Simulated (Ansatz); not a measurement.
Start from `CCB(O)Br` and change one atom or group to get `BB(O)Br`.

Ansatz, PBE0-D4/def2-TZVP geometries, multiplicity 1. Each molecule was computed in one conformer, which needn't be the lowest.

Scalar relativity is left out up to krypton.

```tsv
property	`CCB(O)Br`
HOMO energy (PBE0/def2-TZVPP) / eV	-8.05
HOMO–LUMO gap (B3LYP/def2-TZVPP) / eV	7.46
HOMO energy (B3LYP/def2-TZVPP) / eV	-7.79
HOMO–LUMO gap (PBE/def2-TZVPP) / eV	5.67
HOMO energy (PBE/def2-TZVPP) / eV	-6.76
HOMO–LUMO gap (ωB97M-V/def2-TZVPP) / eV	12.02
```

Q: Give the same properties after the change, and the shifts. (Best estimate.)

A: Computed: 
| property | `BB(O)Br` | shift |
| --- | --- | --- |
| HOMO energy (PBE0/def2-TZVPP) / eV | -8.29 | -0.24 |
| HOMO–LUMO gap (B3LYP/def2-TZVPP) / eV | 5.90 | -1.56 |
| HOMO energy (B3LYP/def2-TZVPP) / eV | -8.07 | -0.28 |
| HOMO–LUMO gap (PBE/def2-TZVPP) / eV | 4.09 | -1.58 |
| HOMO energy (PBE/def2-TZVPP) / eV | -7.05 | -0.29 |
| HOMO–LUMO gap (ωB97M-V/def2-TZVPP) / eV | 10.44 | -1.58 |

With PBE0 the HOMO falls by 0.24 eV and the LUMO falls by 1.86 eV, so the gap narrows by about 1.62 eV. PBE moves the HOMO by -0.29 eV and ωB97M-V by -0.15 eV. The zero-point energy changes by -120.1 kJ/mol with -12 modes.

B3LYP here is the variant with VWN-RPA as its local correlation; programs differ in this.

Spin–orbit coupling is left out; it splits and shifts lone-pair levels of the heavy atoms by tenths of an eV.
